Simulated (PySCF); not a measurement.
## Cd²⁺: ionisation energy

Cd²⁺ [Kr] 4d10 (1S) → Cd³⁺ [Kr] 4d9 (2D), as a difference of total energies. All numbers are calculated (PySCF 2.14, the spin-free X2C one-electron Hamiltonian (Gaussian nucleus), in ANO-RCC-VTZP (7s6p4d2f1g, 68 functions)). Correlated levels: valence: [Kr] frozen. The calculations carry no spin-orbit coupling.

```tsv
method	ionisation energy (eV)	plus first-order spin-orbit estimate	error of that sum (eV)
UHF	35.932	35.635	-1.833
MP2 (valence)	37.660	37.362	-0.106
SCS-MP2 (valence)	37.468	37.170	-0.298
CCSD (valence)	37.408	37.110	-0.358
CCSD(T) (valence)	37.484	37.186	-0.282
```

Reference: 37.468 ± 0.006 eV (measured; NIST Atomic Spectra Database, ionization energies).

A first-order spin-orbit estimate (lowest level to lowest level, LS coupling) adds -0.298 eV.

Errors of the correlated levels include the incompleteness of this basis and the frozen core.
